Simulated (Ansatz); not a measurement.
Reactions of C2H4ClI (`CC(Cl)I`).

Computed with Ansatz on PBE0-D4/def2-TZVP structures; ΔE is electronic, products minus reactants. CCSD(T)/CBS is the MP2 limit (def2-TZVPP, def2-QZVPP) plus CCSD(T) − MP2 in def2-TZVPP, frozen cores. This one scheme is used for every species. DFT in def2-TZVPP. B3LYP here is the variant with VWN-RPA as its local correlation; programs differ in this. Elements past krypton have def2 core potentials. For I outer-core shells are correlated without core-valence functions, which leaves a few kJ/mol of doubt a bond. Each species was taken in one conformer, which may not be the lowest.

```json
{"reaction": "`CC(Cl)I` + HCl → `ClC(Cl)I` + CH₄", "CCSD/CBS(def2) (kcal/mol)": "12.7", "B3LYP-D4 (kcal/mol)": "10.4", "r2SCAN-D4 (kcal/mol)": "10.8", "ωB97M-V (kcal/mol)": "11.5"}
{"reaction": "`CC(Cl)I` + `O[SiH](F)S` → `CO[SiH](F)S` + `ClCI`", "CCSD/CBS(def2) (kcal/mol)": "17.6", "B3LYP-D4 (kcal/mol)": "15.6", "r2SCAN-D4 (kcal/mol)": "17.4", "ωB97M-V (kcal/mol)": "16.8"}
{"reaction": "`CC(Cl)I` + HCl → `CC(Cl)Cl` + HI", "CCSD/CBS(def2) (kcal/mol)": "3.5", "B3LYP-D4 (kcal/mol)": "2.5", "r2SCAN-D4 (kcal/mol)": "2.0", "ωB97M-V (kcal/mol)": "1.6"}
{"reaction": "`CC(Cl)I` + `N#CCCO` → `COCCC#N` + `ClCI`", "CCSD/CBS(def2) (kcal/mol)": "14.3", "B3LYP-D4 (kcal/mol)": "12.2", "r2SCAN-D4 (kcal/mol)": "13.5", "ωB97M-V (kcal/mol)": "13.3"}
```

Give the CCSD(T)/CBS values in the same order. (An estimate is asked.)

Ansatz gave: 12.1, 18.2, 4.0, 14.6 kcal/mol.

Largest T1 diagnostic: 0.012, for `O[SiH](F)S`.
